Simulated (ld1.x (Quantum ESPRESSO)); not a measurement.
Results of a calculation; reference values are marked as such.
**Potentials for boron (B) compared**

Generated with ld1.x 7.5 (TM, RRKJ, ultrasoft, PAW), atompaw 4.2 or ONCVPSP 4.0.1. The cutoff is in Ry: for ld1.x and atompaw files where the sum of valence levels is converged to 10 mRy in a Bessel basis, for ONCV files where the hardest occupied wave has 1 mHa per electron of residual kinetic energy. The error is the largest all-electron minus pseudo excitation energy over each file’s own four to seven test configurations (ionisations up to +4, promotions, holes and added fractions of an electron), all of which were solved. The labels leave out finer settings (local radius, basis sizes, second energies), which also bear on the numbers. Spin-polarised tests are not counted. The rows are a selection from randomly drawn settings: files with unsolved tests, undetermined cutoffs or missed reference levels are left out.

| potential | cutoff (Ry) | largest error (meV) | bound ghosts |
| --- | --- | --- | --- |
| TM, PBEsol, non-relativistic, rc 1.10/2.70/2.60 (spd), local p, core correction no, reference 2s2 2p1 | 21 | +171 | none |
| TM semilocal, PBE, scalar-relativistic, rc 1.40/3.05/2.90 (spd), local d, core correction yes, reference 2s1 2p0 | 18 | +648 | none |
| TM, PBEsol, non-relativistic, rc 1.35/3.30/3.35 (spd), local s, core correction no, reference 2s1 2p0 | 21 | +864 | none |
| TM, LDA (PZ), scalar-relativistic, rc 1.35/2.05/2.05 (spd), local d, core correction no, reference 2s1 2p0 | 21 | +288 | none |

Question: Fill in the row for B: PAW, PBE, scalar-relativistic, rc 1.40/3.20 (sp), local smoothed, core correction yes, reference 2s2 2p1.

Answer: cutoff 10 Ry, largest error -3.1 meV, bound ghosts: none.

Question: Fill in the row for B: TM semilocal, LDA (PZ), scalar-relativistic, rc 1.70/3.30 (sp), local s, core correction yes, reference 2s2 2p1.

Answer: cutoff 18 Ry, largest error +354 meV, bound ghosts: none.
